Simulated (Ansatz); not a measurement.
Consider the cleavage of the Ge–Ge bond: `[F][GeH2][GeH3]` + `[OH][GeH3]` → `[F][GeH2][O][GeH3]` + GeH₄.

Computed with Ansatz on PBE0-D4/def2-TZVP structures; ΔE is electronic, products minus reactants. CCSD(T)/CBS adds triple-zeta CCSD(T) − MP2 to the extrapolated MP2 energy (def2 sets, frozen cores). DFT in def2-TZVPP. B3LYP here is the variant with VWN-RPA as its local correlation; programs differ in this. For Ge outer-core shells are correlated without core-valence functions, which leaves a few kJ/mol of doubt a bond. Scalar relativity is left out up to krypton. Each species was taken in one conformer, which may not be the lowest.

`[F][GeH2][GeH3]`:

Z-matrix (Å, degrees):
```
Ge
Ge 1 2.424
F 1 1.750 2 106.5
H 1 1.539 2 114.0 3 -115.9
H 1 1.539 2 114.0 3 115.9
H 2 1.537 1 109.0 3 179.5
H 2 1.534 1 109.7 3 59.9
H 2 1.534 1 109.8 3 -60.8
```

`[OH][GeH3]`:

Cartesian coordinates in Å:
```
O 0.764 -0.578 -0.983
Ge -0.096 0.130 0.409
H 0.270 -0.498 -1.801
H 0.847 -0.099 1.593
H -1.444 -0.587 0.615
H -0.341 1.632 0.167
```

`[F][GeH2][O][GeH3]`:

Cartesian coordinates in Å:
```
F -1.276 -1.452 -1.182
Ge -0.272 -1.547 0.238
O 0.819 -0.183 0.172
Ge 0.422 1.527 -0.143
H 0.556 -2.828 0.133
H -1.237 -1.440 1.427
H 0.439 1.761 -1.660
H 1.517 2.333 0.566
H -0.968 1.829 0.447
```

GeH₄:

```xyz
5

Ge    0.000    0.000    0.000
H    -0.670    0.775    1.142
H    -0.969   -0.105   -1.184
H     0.369   -1.408    0.485
H     1.270    0.738   -0.442
```

CCSD(T)/CBS gives -30.7 kJ/mol.

**Question.** Another level gave -24.3 kJ/mol. Which?
A. PBE0/def2-TZVPP
B. PBE/def2-TZVPP
C. B3LYP/def2-TZVPP
D. CCSD/def2-TZVPP

**Answer.** C. B3LYP -24.3, PBE -12.7, PBE0 -17.4, CCSD/def2-TZVPP -35.4 kJ/mol.

Largest T1 diagnostic among the species: 0.012.

From PBE to PBE0 (25 % exact exchange), in def2-TZVPP and without D4, ΔE moves by −4.7 kJ/mol. In def2-TZVPP, CCSD(T) changes the Hartree–Fock value by +12.6 kJ/mol (the triples alone add −0.1 kJ/mol) and MP2 by +10.3 kJ/mol.
